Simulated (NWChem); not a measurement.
System: HTeCl; SMILES Cl[TeH]

def2 effective core potentials on Te; no spin-orbit coupling.

**Question.** Give the equilibrium geometry at PBE0/def2-SVP with def2 effective core potentials on Te (NWChem) as a list of bonds and angles, with the point group.

**Answer.** point group Cs; any orientation.
Bond lengths (Å): Te1–H2 1.669, Te1–Cl3 2.373. Angles (°): H2–Te1–Cl3 93.9.
